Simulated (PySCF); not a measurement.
A structure optimised at PBE0-D3(BJ)/def2-SVP, used in a PySCF frequency run:

```xyz
9

Mo     0.2650    -0.0198    -0.1119
O      1.4547     0.9155     0.5988
O      0.8749    -1.4921    -0.6137
C     -0.3044     0.9981    -1.8522
H     -0.6880     1.9958    -1.5847
H     -1.0861     0.4205    -2.3712
H      0.5631     1.1138    -2.5212
S     -1.5850    -0.3085     1.2801
H     -1.3679     0.8609     1.9289
```

Q: Write its SMILES and formula.

A: [CH3][Mo](=[O])(=[O])[SH], CH₄MoO₂S

Q: What are its rotational constants (standard atomic weights)?

A: 3.5505, 1.9799, 1.8780 GHz
